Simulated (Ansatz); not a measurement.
`[GeH3][CH]=[Se]` + `B[SiH2][SiH3]` → `[SiH3][SiH2][BH][GeH3]` + `C=[Se]`  (formal exchange of groups at a Ge–C bond)

Isolated molecules relaxed with PBE0-D4/def2-TZVP in Ansatz; ΔE leaves out vibrations. CCSD(T)/CBS is the MP2 limit (def2-TZVPP, def2-QZVPP) plus CCSD(T) − MP2 in def2-TZVPP, frozen cores. Functionals use def2-TZVPP. For Ge, Se outer-core shells are correlated without core-valence functions, which leaves a few kJ/mol of doubt a bond. Scalar relativity is left out up to krypton. One conformer a species, not always the lowest.

```
                 species  r2SCAN energy (Eh)
       `[GeH3][CH]=[Se]`         -4518.98655
         `B[SiH2][SiH3]`          -607.93957
`[SiH3][SiH2][BH][GeH3]`         -2686.13720
                `C=[Se]`         -2440.79480
```

**Question.** Work out ΔE.

**Answer.** ΔE = (-2686.13720) + (-2440.79480) − (-4518.98655) − (-607.93957) = -0.00588 Eh = -15.4 kJ/mol. CCSD(T)/CBS gives -13.8 kJ/mol.

Largest T1 diagnostic among the species: 0.015.

In def2-TZVPP, CCSD(T) changes the Hartree–Fock value by −10.7 kJ/mol (the triples alone add −0.7 kJ/mol) and MP2 by −3.9 kJ/mol. The D4 term adds −3.1 kJ/mol with B3LYP and −2.1 kJ/mol with PBE0; it sums over pairs of atoms, weighted by their polarisabilities, and B3LYP, whose exchange is more repulsive, gets the larger term.

B3LYP here is the variant with VWN-RPA as its local correlation; programs differ in this.
